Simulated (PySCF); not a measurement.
GeF₂, singlet: structure and spectrum

These are results of PBE in PySCF with Ge def2-TZVP, F def2-TZVP; no relativity; density-fitted integrals, not measurements.

The structure is a higher-order saddle point with 2 imaginary modes (one degenerate set).

- Point group: D∞h
- Bond lengths: Ge–F 1.858 Å (×2)
- Bond angles: F–Ge–F 180.0°
- Rotational constants: 0.1286 cm⁻¹
- Principal polarisabilities: 26.8, 26.8, 41.3 bohr³
- Principal quadrupole moments (Buckingham, traceless) about the centre of mass: -13.65, 6.82, 6.82 D Å
- Dipole moment: 0.00 D
- Lowest empty level: -3.82 eV
- Atomisation energy without zero-point energy: 969 kJ/mol
- Highest occupied level: -6.72 eV
- Zero-point energy (real modes): 6.2 kJ/mol

Harmonic modes (masses in u: Ge 73.921, F 18.998):
```tsv
symmetry	ω (cm⁻¹)	IR (km/mol, summed over degenerate members)	type
πu	217i	–	bend
σg+	507	0.0	stretch
σu+	529	291	stretch
```

In D∞h the vibrations span πu + σg+ + σu+. The σg+ mode carries no infrared intensity, as symmetry demands. With a centre of inversion only u modes can be infrared active and only g modes Raman active.

Charges (e):
| atom | Mulliken | Löwdin | polar tensor | Mayer order to Ge1 |
| --- | --- | --- | --- | --- |
| Ge1 | 0.76 | 0.51 | 1.09 | – |
| F2,3 | -0.38 | -0.26 | -0.54 | 0.96 |

Mulliken populations on Ge1: s 8.05, p 12.88, d 10.27, f 0.05.

Other isomers or separated fragments may lie lower. At this level a singlet minimum of C2v symmetry lies 150 kJ/mol below this structure.

The final relaxation and frequency run took 23 s on 2 threads of a shared Arm Neoverse V1 host, with 110 basis functions and 7 gradients; the process peaked at 0.87 GiB.
